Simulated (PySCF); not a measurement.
Species, as SMILES: [SiH][SiH3] (SiH-SiH3) (closed-shell singlet).
Geometry (B3LYP-D3(BJ)/def2-TZVP, fixed):
```xyz
6

Si     0.0071     1.0500     0.8096
H     -0.4184     1.8608    -0.4081
Si     0.0198    -0.9006    -0.5838
H      0.9769    -0.6998    -1.7070
H     -1.3363    -1.1013    -1.1659
H      0.4013    -2.1512     0.1194
```

How fast the isotropic shielding of Si1 converges with the basis for several methods (PySCF): deviation from each method's own reference, in ppm. References: HF -713.91 ppm, the value in pcseg-3; PBE -808.50 ppm, the value in pcseg-3; PBE0 -796.26 ppm, the value in pcseg-3. All functions are spherical. No added dispersion term, no relativity. GIAO; atoms are numbered in the order shown.

| basis | functions | HF | PBE | PBE0 |
|---|---|---|---|---|
| pcSseg-0 | 34 | ? | -198.40 | -228.58 |
| def2-SV(P) | 44 | ? | 113.93 | 110.32 |
| 6-31G* | 44 | ? | 107.75 | 102.51 |
| 6-31+G* | 52 | ? | 103.73 | 100.92 |
| 6-311G** | 76 | ? | -11.94 | -13.40 |
| 6-311++G(2d,2p) | 110 | ? | 8.68 | 7.55 |
| pcseg-3 | 260 | ? | 0.00 | 0.00 |
| def2-QZVP | 260 | ? | -8.12 | -4.87 |

Q: Complete the blanks.

A: 
- pcSseg-0, HF: -329.83
- def2-SV(P), HF: 106.31
- 6-31G*, HF: 100.41
- 6-31+G*, HF: 104.84
- 6-311G**, HF: -37.48
- 6-311++G(2d,2p), HF: 0.46
- pcseg-3, HF: 0.00
- def2-QZVP, HF: -0.45

Mean absolute deviation over 6-311G**, 6-311++G(2d,2p): PBE 10.31, PBE0 10.48, HF 18.97 ppm.
